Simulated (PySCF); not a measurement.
# What a mistake does to a calculation on B2H5N2 cation

All numbers below are calculated, not measured. The program is PySCF 2.14.0, an open-source quantum chemistry code, run on an isolated molecule that a program drew, which may never have been made. The molecule is B2H5N2 cation (charge +1, singlet), drawn as the SMILES string `N[B+]BN`.

Each row is a Hartree-Fock (HF) and frozen-core CCSD(T) single point in the cc-pVDZ basis, meant for a local HF minimum. Run 1 is clean. Each other run has one planted mistake out of seven kinds, and not every kind appears here: one electron removed, one electron added, multiplicity raised by two, geometry at a saddle point, minimal basis STO-3G, one bond length entered in bohr, all coordinates scaled. The reference is restricted for singlets and unrestricted otherwise, and also for a bond in bohr. Adding or removing an electron swaps singlet and doublet. Electrons count all cores. HOMO and LUMO are orbital energies over both spins, the gradient is its largest component, and the lowest frequency (negative if imaginary) is given only where the gradient is small. Bond lengths are over the 8 bonds as drawn. T1 is the CCSD diagnostic: over 0.02 (restricted) or 0.045 (unrestricted) a single reference is doubtful.

Geometry of the clean run:
```xyz
9
B2H5N2 cation, angstrom
N    -0.4310    1.7952   -0.3615
B     0.3084    0.7091   -0.2067
B     1.3083   -0.6537    0.1226
N     1.4483   -1.6781   -0.7688
H    -0.4893    2.5187    0.3405
H    -0.9853    1.9772   -1.1847
H     1.8557   -0.6189    1.1812
H     1.0079   -1.7449   -1.6642
H     2.0343   -2.4656   -0.5630
```

| run | electrons | basis functions | <S^2> | HOMO (eV) | LUMO (eV) | gradient (hartree/bohr) | lowest frequency (cm^-1) | mean bond (Å) | longest bond (Å) | T1 | HF (hartree) | CCSD(T) (hartree) | mistake |
|---|---|---|---|---|---|---|---|---|---|---|---|---|---|
| 1 | 28 | 81 | 0.000 | -16.92 | -3.61 | 1.2e-05 | 115 | 1.2030 | 1.722 | 0.0169 | -161.00816 | -161.54108 | no fault |
| 2 | 29 | 81 | 0.769 | -5.64 | 3.15 | 5.3e-02 | - | 1.2030 | 1.722 | 0.0167 | -161.17685 | -161.72317 | one electron added |
| 3 | 28 | 81 | 0.000 | -17.85 | -3.18 | 1.1e-01 | - | 1.0935 | 1.565 | 0.0132 | -160.91308 | -161.42700 | all coordinates scaled |
| 4 | 28 | 81 | 2.060 | -13.45 | -7.84 | 8.0e-02 | - | 1.2030 | 1.722 | 0.0239 | -160.82659 | -161.35015 | ? |

**Which mistake was planted in run 4, and what did it cost?**

Electrons, basis and geometry are unchanged, and <S^2> is 2.060, beside S(S+1) = 2.00 for a multiplicity of 3. So the mistake is: multiplicity raised by two. Subtracting run 1 and multiplying by 627.51 kcal/mol a hartree, the energy moved by 113.9 kcal/mol in HF and 119.8 kcal/mol in CCSD(T).

